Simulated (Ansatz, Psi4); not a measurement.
**Heat of formation of Br2 (bromine) from total energies**

The species is Br2 (2 atoms), meant as a singlet with charge 0. As SMILES, `BrBr`. Geometry: relaxed at PBE0-D4/def2-TZVP.

```
atom    x (Å)    y (Å)    z (Å)
  Br   0.9730  -0.3254   0.4985
  Br  -0.9730   0.3254  -0.4985
```

Total energies at CAM-B3LYP/def2-SVP (density fitting) (Psi4 1.11); the atoms run unrestricted:

| species | state | energy (Eh) |
| --- | --- | --- |
| Br2 | singlet | -5147.920344 |
| Br | doublet | -2573.924236 |

Harmonic wavenumbers at PBE0-D4/def2-TZVP, in cm⁻¹: 334.

Measured heats of formation of the gaseous atoms at 298.15 K, in kJ/mol: Br 111.9. Spin-orbit lowering of the atoms at 298 K (mean of the ground term's levels less their thermal mean, from spectra), in kJ/mol: Br 14.69. Take 1 Eh = 2625.50 kJ/mol, 1 cm⁻¹ = 0.0119627 kJ/mol, RT = 2.479 kJ/mol.

Problem. Work out the heat of formation of the gas at 298 K.

Solution. 
1. Electronic atomisation energy: 2 × (-2573.924236) − (-5147.920344) = 0.071872 Eh = 188.7 kJ/mol.
2. Zero-point energy: half the sum of the wavenumbers, 167 cm⁻¹ = 2.0 kJ/mol.
3. Thermal vibrational enthalpy, Σ hcν̃/(exp(hcν̃/kT) − 1): 1.0 kJ/mol. Translation, rotation and pV of a linear molecule: 3.5 RT = 8.7 kJ/mol.
4. The 2 free atoms carry 5/2 RT each: 12.4 kJ/mol.
5. Spin-orbit coupling lowers the free atoms by 2 × 14.69 = 29.4 kJ/mol.
6. Atomisation enthalpy at 298 K: 188.7 − 29.4 − 2.0 − 1.0 − 8.7 + 12.4 = 160.0 kJ/mol.
7. Sum of the atoms' heats of formation: 223.8 kJ/mol. Heat of formation: 223.8 − 160.0 = +63.8 kJ/mol.

The tabulated value is +30.9 kJ/mol (Active Thermochemical Tables), so this level is off by +32.9 kJ/mol, or 17.1 % of the atomisation enthalpy that the table implies (192.8 kJ/mol). Relativity is left out. Anharmonicity and any spin-orbit splitting of the molecule are left out.
